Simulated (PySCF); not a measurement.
## Dipole response of Be (beryllium, neutral)

[He] 2s2, closed-shell 1S. All numbers are calculated (PySCF 2.14, the non-relativistic Hamiltonian (point nucleus), in aug-cc-pCVTZ). Coupled (time-dependent) response in atomic units; α is the mean over directions.

```tsv
method	mean α (bohr³)	C₆ (like pair)	S(−4)
UHF	45.48	281.9	1413
PBE	42.68	255.6	1258
PBE0	42.77	256.6	1259
MN15	45.04	268.9	1496
HSE06	42.86	257.4	1264
```

S(−4) is the Cauchy moment in α(ω) = α(0) + S(−4) ω² + …

Reference α: 37.74 ± 0.03 bohr³ (recommended; Schwerdtfeger and Nagle, table of static dipole polarizabilities (2023 update)). Published C₆: 227.0 (Chu and Dalgarno (2004); Tang, Norbeck and Certain (1976)).

Hartree-Fock lies above the reference because it lacks correlation, which contracts the outer shell.

α(iu) at MN15:

```csv
u (hartree),α(iu) (bohr³)
0,45.04
0.0500,41.60
0.100,33.88
0.200,19.66
0.300,11.74
0.500,5.288
0.750,2.643
1.00,1.594
1.50,0.7772
2.00,0.4685
3.00,0.2335
5.00,0.09995
```
